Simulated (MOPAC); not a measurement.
MOPAC input (PM6):

```
PM6 1SCF UHF MS=0.5 GEO-OK AUX(PRECISION=9) THREADS=1
CH3BFS

C    -1.90478400 1   -0.06932000 1    0.34453200 1
S    -0.35085700 1    0.45431900 1   -0.46775200 1
B     0.86280300 1   -0.49024300 1    0.43719900 1
F     2.15286900 1   -0.43633400 1    0.19594000 1
H    -2.05182400 1   -1.13884500 1    0.22493900 1
H    -1.88821000 1    0.19515400 1    1.39790000 1
H    -2.70737800 1    0.46873900 1   -0.15544600 1
```

Output:

```
 *******************************************************************************
 **                                                                           **
 **                              MOPAC v23.2.5                                **
 **                                                                           **
 *******************************************************************************
 ** MOPAC's Digital Object Identifier: https://doi.org/10.5281/zenodo.6511958 **
 **                                                                           **
 ** Please cite the open-source release paper for use of this MOPAC version:  **
 ** J. E. Moussa and J. J. P. Stewart (2026)                                  **
 ** MOPAC: An open-source semiempirical molecular orbital program             **
 ** J. Open Source Softw., 11(119), 8025, https://doi.org/10.21105/joss.08025 **
 *******************************************************************************

                              PM6 CALCULATION RESULTS

 *******************************************************************************
 *  PM6        - The PM6 Hamiltonian to be used
 *  GEO-OK     - OVERRIDE INTERATOMIC DISTANCE AND OTHER SAFETY CHECKS
 *  UHF        - UNRESTRICTED HARTREE-FOCK CALCULATION
 *  MS=        - IN MECI, MAGNETIC COMPONENT OF SPIN =  0.5
 *  1SCF       - DO 1 SCF AND THEN STOP
 *  AUX        - OUTPUT AUXILIARY INFORMATION
 *******************************************************************************
PM6 1SCF UHF MS=0.5 GEO-OK AUX(PRECISION=9) THREADS=1
 CH3BFS

   ATOM   CHEMICAL          X               Y               Z
  NUMBER   SYMBOL      (ANGSTROMS)     (ANGSTROMS)     (ANGSTROMS)

     1       C         -1.90478400  *  -0.06932000  *   0.34453200  *
     2       S         -0.35085700  *   0.45431900  *  -0.46775200  *
     3       B          0.86280300  *  -0.49024300  *   0.43719900  *
     4       F          2.15286900  *  -0.43633400  *   0.19594000  *
     5       H         -2.05182400  *  -1.13884500  *   0.22493900  *
     6       H         -1.88821000  *   0.19515400  *   1.39790000  *
     7       H         -2.70737800  *   0.46873900  *  -0.15544600  *

          CARTESIAN COORDINATES

    NO.       ATOM           X           Y           Z

     1         C         -1.9048     -0.0693      0.3445
     2         S         -0.3509      0.4543     -0.4678
     3         B          0.8628     -0.4902      0.4372
     4         F          2.1529     -0.4363      0.1959
     5         H         -2.0518     -1.1388      0.2249
     6         H         -1.8882      0.1952      1.3979
     7         H         -2.7074      0.4687     -0.1554

 General Reference for PM6:
 "Optimization of Parameters for Semiempirical Methods V: Modification of NDDO Approximations
 and Application to 70 Elements", J. J. P. Stewart, J. Mol. Mod., 13, 1173-1213 (2007)
 URL: https://link.springer.com/article/10.1007/s00894-007-0233-4

           Empirical Formula: C H3 S B F  =     7 atoms

      MOLECULAR POINT GROUP   :   Cs

          UHF CALCULATION, NO. OF ALPHA ELECTRONS =   12
                           NO. OF BETA  ELECTRONS =   11

 -------------------------------------------------------------------------------
 PM6 1SCF UHF MS=0.5 GEO-OK AUX(PRECISION=9) THREADS=1
 CH3BFS

     1SCF WAS SPECIFIED, SO BFGS WAS NOT USED
     SCF FIELD WAS ACHIEVED

                              PM6 CALCULATION
                                                       MOPAC v23.2.5 Linux

          FINAL HEAT OF FORMATION =        -64.74157 KCAL/MOL =    -270.87872 KJ/MOL

          COSMO AREA              =        108.08 SQUARE ANGSTROMS
          COSMO VOLUME            =         93.02 CUBIC ANGSTROMS

          IONIZATION POTENTIAL    =          8.301742 EV
          ALPHA SOMO LUMO (EV)    =         -8.302  0.119
          BETA  SOMO LUMO (EV)    =         -9.361 -1.039
          NO. OF ALPHA ELECTRONS  =         12
          NO. OF BETA  ELECTRONS  =         11
          MOLECULAR WEIGHT        =         76.9031         POINT GROUP:  Cs

          MOLECULAR DIMENSIONS (Angstroms)

            Atom       Atom       Distance
            H     7    F     4     4.95627
            S     2    H     5     2.03661
            H     6    S     2     1.60369

          SCF CALCULATIONS        =          1

   ATOM   CHEMICAL          X               Y               Z
  NUMBER   SYMBOL      (ANGSTROMS)     (ANGSTROMS)     (ANGSTROMS)

     1       C         -1.90478400  *  -0.06932000  *   0.34453200  *
     2       S         -0.35085700  *   0.45431900  *  -0.46775200  *
     3       B          0.86280300  *  -0.49024300  *   0.43719900  *
     4       F          2.15286900  *  -0.43633400  *   0.19594000  *
     5       H         -2.05182400  *  -1.13884500  *   0.22493900  *
     6       H         -1.88821000  *   0.19515400  *   1.39790000  *
     7       H         -2.70737800  *   0.46873900  *  -0.15544600  *

                             CARTESIAN COORDINATES

   1    C       -1.904784000    -0.069320000     0.344532000
   2    S       -0.350857000     0.454319000    -0.467752000
   3    B        0.862803000    -0.490243000     0.437199000
   4    F        2.152869000    -0.436334000     0.195940000
   5    H       -2.051824000    -1.138845000     0.224939000
   6    H       -1.888210000     0.195154000     1.397900000
   7    H       -2.707378000     0.468739000    -0.155446000

           Empirical Formula: C H3 S B F  =     7 atoms

      MOLECULAR POINT GROUP   :   Cs

          ALPHA EIGENVALUES
 -41.37705 -30.02183 -23.72919 -17.86270 -16.36079 -16.15437 -15.03482 -14.83087
 -12.91166 -11.76363  -9.45565  -8.30174   0.11939   0.12715   0.77432   1.99556
   2.27527   2.43052   2.47019   2.94984   3.64067   5.20733   5.24182   5.99258

           BETA EIGENVALUES
 -41.25272 -29.29313 -23.50626 -17.67118 -16.31026 -16.21401 -14.95696 -14.82778
 -12.83378 -10.98579  -9.36127  -1.03884   0.28144   0.72667   1.18496   2.25253
   2.29625   2.52229   2.72721   3.04963   4.30354   5.21132   5.24563   5.99655

              NET ATOMIC CHARGES AND DIPOLE CONTRIBUTIONS

  ATOM NO.   TYPE          CHARGE      No. of ELECS.   s-Pop       p-Pop       d-Pop
    1          C          -0.461445        4.4614     1.09988     3.36157
    2          S          -0.191433        6.1914     1.91901     4.15069     0.12174
    3          B           0.391761        2.6082     1.34082     1.26742
    4          F          -0.261426        7.2614     1.94556     5.31587
    5          H           0.172200        0.8278     0.82780
    6          H           0.172200        0.8278     0.82780
    7          H           0.178143        0.8219     0.82186
 DIPOLE           X         Y         Z       TOTAL
 POINT-CHG.    -2.111    -1.018     1.452     2.757
 HYBRID         0.199     0.280    -0.346     0.488
 SUM           -1.912    -0.738     1.106     2.329

          ATOMIC ORBITAL ELECTRON POPULATIONS

     Atom    s        px        py        pz      x^2-y^2     xz        z^2       yz        xy
    1  C   1.09988   1.03527   1.17446   1.15184
    2  S   1.91901   1.05590   1.59363   1.50116   0.02760   0.04085   0.00919   0.01123   0.03286
    3  B   1.34082   0.57448   0.33301   0.35993
    4  F   1.94556   1.49785   1.91469   1.90332
    5  H   0.82780
    6  H   0.82780
    7  H   0.82186

                    (SZ)    =    0.500000
                    (S**2)  =    0.759357

          ATOMIC ORBITAL SPIN POPULATIONS

    Atom   Total    s     px     py     pz   x^2-y^2  xz     z^2    yz     xy
         Atomic
    1  C  0.0050  0.002 -0.002  0.002  0.003
    2  S  0.2483  0.002  0.088  0.076  0.074  0.013 -0.003  0.004 -0.003 -0.004
    3  B  0.6980  0.390  0.027  0.116  0.164
    4  F  0.0474  0.000  0.024  0.006  0.017
    5  H  0.0002  0.000
    6  H  0.0002  0.000
    7  H  0.0008  0.001

 **********************
 *                    *
 * JOB ENDED NORMALLY *
 *                    *
 **********************

 == MOPAC DONE ==
```

The geometry given is a B3LYP-D3(BJ)/def2-TZVP minimum.
